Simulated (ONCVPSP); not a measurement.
# How hard is this thulium (Tm) ONCV potential?

Tm (Z = 69), optimised norm-conserving Vanderbilt (ONCV), made with ONCVPSP 4.0.1 (PBEsol, scalar-relativistic). Core [Kr] 4d10 4f12, reference 5s2 5p6 5d1 6s2. Waves: 5s+6s: rc 1.95 bohr, ncon 4, nbas 8, qcut 6.4 1/bohr, 2 projectors; 5p: rc 1.60 bohr, ncon 4, nbas 7, qcut 5.3 1/bohr, 2 projectors, debl 2.9 Ha; 5d: rc 2.20 bohr, ncon 4, nbas 8, qcut 4.6 1/bohr, 2 projectors, debl 3.7 Ha. Local part: polynomial inside 1.35 bohr (lpopt 4, dvloc0 0 Ha). Core correction: Teter function, fcfact 2.75, rcfact 1.05.

**Question.** For each optimised wave give the share of its norm inside rc, the residual kinetic energy above qcut (Ha) and the cutoffs (Ha) for errors of 10, 1, 0.1 and 0.01 mHa per electron.

**Answer.**

```json
{"wave": "5s", "norm inside rc": "0.950", "residual KE": "2.1e-06", "10 mHa": "10.5", "1 mHa": "14.2", "0.1 mHa": "16.8", "0.01 mHa": "19.2"}
{"wave": "6s", "norm inside rc": "0.056", "residual KE": "2.2e-06", "10 mHa": "7.1", "1 mHa": "12.7", "0.1 mHa": "16.2", "0.01 mHa": "18.9"}
{"wave": "5p", "norm inside rc": "0.673", "residual KE": "3.3e-03", "10 mHa": "7.2", "1 mHa": "31.4", "0.1 mHa": "56.2", "0.01 mHa": "74.0"}
{"wave": "p projector 2", "norm inside rc": "0.072", "residual KE": "3.3e-03", "10 mHa": "7.3", "1 mHa": "18.4", "0.1 mHa": "53.6", "0.01 mHa": "67.8"}
{"wave": "5d", "norm inside rc": "0.393", "residual KE": "2.4e-04", "10 mHa": "6.7", "1 mHa": "9.2", "0.1 mHa": "14.8", "0.01 mHa": "43.5"}
{"wave": "d projector 2", "norm inside rc": "0.147", "residual KE": "5.9e-03", "10 mHa": "9.9", "1 mHa": "14.8", "0.1 mHa": "45.5", "0.01 mHa": "60.8"}
```

The occupied waves need 31 Ha and 56 Ha for 1 and 0.1 mHa. 1 of 4 tests not solved or not reliable.
